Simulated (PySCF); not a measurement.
**Spinor energies of Ge²⁺ (germanium, charge +2)**

Start: [Ar] 3d9 4s2 4p1; 3d3/2 filled at m_j = -3/2, -1/2, +1/2, +3/2; 3d5/2 filled at m_j = -3/2, -1/2, +1/2, +3/2, +5/2; 4p3/2 filled at m_j = +3/2. Calculated with PySCF 2.14 in x2c-TZVPall-2c (6s7p4d1f, 54 functions): generalised Hartree-Fock with the X2C-1e Hamiltonian and a Gaussian nucleus; one run each with spin-orbit coupling (SO) switched off, then screened by Boettger's factors. This is a chosen level, not necessarily the ground level.

```csv
spinor shell,electrons,"ε, spin-free (eV)","ε, screened SO (eV)",weight of nominal j (screened SO),"rms radius, screened SO (bohr)"
1s1/2,2,-11214.1,-11213.9,1.000,0.0542
2s1/2,2,-1489.6,-1489.6,1.000,0.227
2p1/2,2,-1301.3,-1323.6,1.000,0.201
2p3/2,4,-1301.3,-1290.6,1.000,0.204
3s1/2,2,-233.91,-233.93,1.000,0.661
3p1/2,2,-173.43,-177.87,0.964,0.684
3p3/2,4,-173.43,-171.30,0.982,0.694
3d3/2,4,-75.870,-76.773,0.846,0.768
3d5/2,5,-75.870,-75.241,0.877,0.774
4s1/2,2,-36.626,-36.642,0.999,2.02
4p3/2,1,-27.348,-27.232,1.000,2.37
```

```
   quantity    spin-free  screened SO
E (hartree)  -2095.02785  -2095.10939
        M_J            4            4
       ⟨J²⟩       20.014       20.014
       ⟨L²⟩       12.011       12.013
       ⟨S²⟩        2.003        2.005
```

Each row is a mean over spinors that exchange with the open shell spreads, by up to 9.683 eV (3p3/2).

Rows whose weight is well below 1 are mixtures of j = l ± 1/2: exchange outweighs spin-orbit coupling there, and the label is only the starting occupation.

Without spin-orbit coupling the j labels of p, d and f shells carry no meaning; the spin-free column gives the mean over the occupied spinors of each nl shell.
